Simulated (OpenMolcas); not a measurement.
## Ni²⁺: effect of the IPEA shift

- Program: OpenMolcas
- Basis: ANO-RCC-VTZP [6s5p3d2f1g]
- Scalar Hamiltonian: DKH2, point nucleus
- Active space: 8 electrons in 9 orbitals (RAS2 3d 4s; RAS3 4p, at most 2 electrons)
- State averaging: 2S+1 = 3 even, 55 roots; 2S+1 = 5 even, 10 roots kept (CI in the orbitals of an earlier block); 2S+1 = 1 even, 50 roots kept (CI in the orbitals of an earlier block); 2S+1 = 3 odd, 54 roots; 2S+1 = 5 odd, 30 roots kept (CI in the orbitals of an earlier block); 2S+1 = 1 odd, 27 roots kept (CI in the orbitals of an earlier block, 20 in the spin-orbit step)
- Spin-orbit coupling: state interaction with AMFI integrals over the reference wave functions, term energies averaged over their components

Methods on the same reference wave functions:
A. RASSCF
B. MS-RASPT2, IPEA 0 Eh, imaginary shift 0.1 Eh (closed shells correlated: 3s 3p)
C. MS-RASPT2, IPEA 0.25 Eh, imaginary shift 0.1 Eh (closed shells correlated: 3s 3p)

Energies in cm-1 above 3d8 3F4, the measured ground level; measured values from Corliss and Sugar, J. Phys. Chem. Ref. Data 10, 197 (1981).

```csv
Level,A,B,C,Measured
3d8 3F4,0.0,0.0,0.0,0.0
3d8 3F3,1446,1450,1450,1361
3d8 3F2,2439,2410,2410,2270
3d8 1D2,18039,13050,13130,14032
3d8 3P2,21840,16230,16520,16662
3d8 3P1,22249,16560,16880,16978
3d8 3P0,22537,16830,17150,17231
3d8 1G4,28182,22750,22750,23109
3d7 4s 5F5,31760,53170,53730,53704
3d7 4s 5F4,32658,54070,54620,54658
3d7 4s 5F3,33370,54780,55330,55406
3d7 4s 5F2,33896,55310,55860,55952
3d7 4s 5F1,34240,55650,56200,56308
3d7 4s 3F4(1),39862,59960,60590,
3d7 4s 3F3(1),41075,61170,61800,
3d7 4s 3F2(1),41923,62010,62640,
3d7 4s 5P3,53333,70840,71710,71067
3d7 4s 5P2,53687,71130,72010,71384
3d7 4s 5P1,54133,71600,72470,71842
3d7 4s 3G5,55407,74170,75260,75124
3d7 4s 3G4,55907,74660,75750,75647
3d7 4s 3G3,56460,75220,76310,76237
3d7 4s 1G4,59810,77930,79020,79250
3d7 4s 3P1(1) [54 %],61420,77300,78360,
```

Deviations, from unrounded energies. A percentage is the sum of absolute deviations over the sum of measured energies, with the sign that they share, or ± where signs differ.

| Against measurement | Levels | A | B | C |
| --- | --- | --- | --- | --- |
| mean absolute deviation (cm-1) | 19 | 14000 | 570 | 240 |
| fine structure of the ground term (%) | 2 | +7.0 | +6.3 | +6.3 |
| other terms of the ground configuration (%) | 5 | +28.2 | -2.9 | -1.8 |
| other configurations (%) | 12 | -30.4 | -1.0 | ±0.3 |

C lies closest to measurement on these levels and A furthest from it. The largest miss of C in the table is 3d8 1D2, by -900 cm-1. The ranking rests on the paired levels alone, and a cruder setting can come out closer through cancelling errors.

Between B and C the level of the table that moves most is 3d7 4s 3G3, by 1100 cm-1 (lowest in B, highest in C). Moves below CASPT2's spread within the term are not significant.

The mean deviations of B to C differ by less than CASPT2's widest spread within a term (2800 cm-1), so their order carries little weight.

From A to B the spin-free energies of the other terms of 3d8 shown, above 3F, scale by factors of 0.71 to 0.80, as is usual when dynamic correlation screens the repulsion within a d or f shell.

The lowest spin-free term lies below A's lowest term by 0.675 hartree in B, 0.669 hartree in C.

CASPT2 does not keep the components of a term degenerate, so their means are used; among the terms shown or strongly mixed into the levels shown the widest spread is 2800 cm-1 (3d8 3F, B). Some high roots are left out of the spin-orbit mixing, which shifts the levels that they would mix with. Terms from blocks run as CI alone lack orbitals of their own. A single d shell beside an s shell can misplace configurations of different d count against each other. Without dynamic correlation excited terms often stand tens of per cent too high (terms of higher spin than the ground term too low), and those without a measured partner can miss by more than the paired ones (holds for A). Some levels mix across a computed gap that differs much from the measured one, so their mixing is not that of the real levels (holds for A). The CASPT2 spread within a term exceeds the gap to the next term for 3d7 4s 3P(1) and 3d7 4s 1G, 3d7 4s 1G and 3d7 4s 3P(2), so the order of their levels is uncertain (holds for C). Measured partners are found by configuration, term and J. A level has none where our copy of the source lacks it or the pairing is in doubt (some pairs that miss far off the trend of their configuration count as doubtful), and it then counts in no deviation. Levels of configurations outside the active space are missing. The table leaves out levels that lie high or whose names do not pair safely across all columns.

A share in square brackets marks a mixed level and gives the weight of the term that names it, the lowest over the columns. A number in round brackets counts repeated terms of one configuration in the order of the reference energies.
